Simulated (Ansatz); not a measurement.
The cluster Ta4Si3, relaxed as a singlet with RKS PBE-D4/def2-SVP in Ansatz, starting from the GFN2-xTB geometry. Force threshold 0.02 eV/Å.

In the def2 sets Ta takes a core potential; there is no spin–orbit coupling. The restricted singlet is unstable towards broken spin symmetry in Hartree–Fock (as tested in another run); at PBE-D4/def2-SVP this wasn't settled. The relaxation made no stability test and no search for a lower SCF solution. No other spin state of charge 0 was run. Another isomer (triplet) lies 1.49 eV lower at PBE0-D4/def2-TZVP; other spin states weren't run for this one.

Start:

```xyz
7

Ta   -4.873    2.484    6.016
Ta   -2.776    1.477    3.118
Ta    2.603   -0.074   -1.469
Ta   -0.412    0.506    0.551
Si    1.602   -2.010   -3.062
Si    0.271   -0.943   -1.205
Si    3.585   -1.440   -3.948
```

Question: Estimate the energy that the relaxation releases and the steps that it takes.

Answer: 16.59 eV, in 48 steps; 7 min on 4 threads of Arm Neoverse V2 on a shared host. No frequencies were taken in this run, so the end may be a saddle point.

Question: Does the start keep its bonding?

Answer: Bonds formed: Ta1–Ta3, Ta1–Ta4, Ta1–Si6, Ta2–Ta3, Ta4–Si5, Ta4–Si7 (atoms count from 1).

Question: Predict the relaxed structure.

Answer: 
| atom | x (Å) | y (Å) | z (Å) |
| --- | --- | --- | --- |
| Ta1 | -1.467 | -0.123 | 1.815 |
| Ta2 | -0.212 | 2.102 | 1.528 |
| Ta3 | 1.036 | -0.095 | 0.762 |
| Ta4 | -0.800 | 0.760 | -0.668 |
| Si5 | 0.701 | -1.456 | -1.777 |
| Si6 | -0.888 | -1.810 | 0.059 |
| Si7 | 1.630 | 0.621 | -1.719 |
Bond lengths (bridged metal pairs left out): 7 × Si–Ta 2.50 to 2.90 Å; 6 × Ta–Ta 2.48 to 2.72 Å; 2 × Si–Si 2.28 to 2.45 Å.
